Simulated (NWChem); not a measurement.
Species: CNO anion

```xyz
3

N      0.0000     0.0000     1.2618
C      0.0000     0.0000     0.0709
O      0.0000     0.0000    -1.1594
```
Atoms are numbered in this order, from 1.

Program: NWChem. Structure relaxed at the B3LYP/def2-SVPD level. Level: PBE0/aug-cc-pVDZ with COSMO at NWChem's default radii, gas-phase geometry; the question gives the dielectric constant. Reactions with the solvent are ignored.

Question: Predict the results for dielectric constant 11.7. Quantities: electrostatic solvation energy (kcal/mol).

Answer: 
```
Quantity                                   Value
-----------------------------------------  -----
electrostatic solvation energy (kcal/mol)  -61.9
```
